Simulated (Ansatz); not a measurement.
Consider the stannylene formation by 1,1-elimination: `C[C](C)(C)[Sn]([Cl])([Cl])[Cl]` → `[Cl][Sn][Cl]` + `CC(C)(C)Cl`.

Computed with Ansatz on PBE0-D4/def2-TZVP structures; ΔE is electronic, products minus reactants. CBS: MP2 limit from def2 TZ/QZ plus the TZ coupled-cluster correction, frozen cores. DFT in def2-TZVPP. Elements past krypton have def2 core potentials. For Sn outer-core shells are correlated without core-valence functions, which leaves a few kJ/mol of doubt a bond.

`C[C](C)(C)[Sn]([Cl])([Cl])[Cl]`:

Z-matrix (Å, degrees):
```
C
C 1 1.520
H 1 1.093 2 112.1
H 1 1.097 2 108.9 3 118.9
H 1 1.093 2 112.1 3 -122.3
C 2 1.520 1 111.6 3 178.3
C 2 1.520 1 111.6 3 -56.0
Sn 2 2.166 1 107.2 3 61.2
H 6 1.093 2 112.1 1 -56.0
H 6 1.093 2 112.1 1 -178.3
H 6 1.097 2 108.9 1 62.9
H 7 1.093 2 112.1 1 56.0
H 7 1.097 2 108.9 1 -62.8
H 7 1.093 2 112.1 1 178.3
Cl 8 2.320 2 112.2 1 179.6
Cl 8 2.320 2 112.2 1 -60.4
Cl 8 2.320 2 112.2 1 59.6
```

`[Cl][Sn][Cl]`:

Z-matrix (Å, degrees):
```
Sn
Cl 1 2.363
Cl 1 2.363 2 98.4
```

`CC(C)(C)Cl`:

```xyz
14

C    -0.638   -1.287   -0.213
C     0.290   -0.131    0.104
C     0.586    0.699   -1.129
C    -0.251    0.724    1.233
Cl    1.868   -0.842    0.671
H    -0.221   -1.919   -0.997
H    -0.812   -1.901    0.672
H    -1.600   -0.896   -0.558
H     1.013    0.082   -1.921
H     1.287    1.503   -0.900
H    -0.342    1.144   -1.500
H    -1.202    1.170    0.928
H     0.444    1.528    1.481
H    -0.422    0.125    2.129
```

| level | ΔE (kJ/mol) |
| --- | --- |
| r2SCANh-D4 | 90.6 |
| BLYP | 21.9 |
| r2SCANh | 83.9 |
| HF/def2-TZVPP | 61.2 |

Q: What does CCSD(T)/CBS give? (Estimate.)

A: The calculation gave: +98.8 kJ/mol. The listed levels differ from it by -8.2, -76.9, -14.9, -37.6 kJ/mol.

Largest T1 diagnostic among the species: 0.014.

The D4 term adds +28.0 kJ/mol with B3LYP and +16.9 kJ/mol with PBE0; it sums over pairs of atoms, weighted by their polarisabilities, and B3LYP, whose exchange is more repulsive, gets the larger term. From PBE to PBE0 (25 % exact exchange), in def2-TZVPP and without D4, ΔE moves by +15.3 kJ/mol. Leaving LDA and LC-ωPBE aside and taking each functional with its dispersion term where it has one, the values, not all of them listed here, spread over 43.1 kJ/mol, from BLYP-D4 to PBE-QIDH. LDA lies +32.4 kJ/mol from PBE without D4.

CCSD(T)/CBS has its own doubt, a few kJ/mol and more with outer-core shells, so smaller differences from it don't rank the levels.

B3LYP here is the variant with VWN-RPA as its local correlation; programs differ in this.
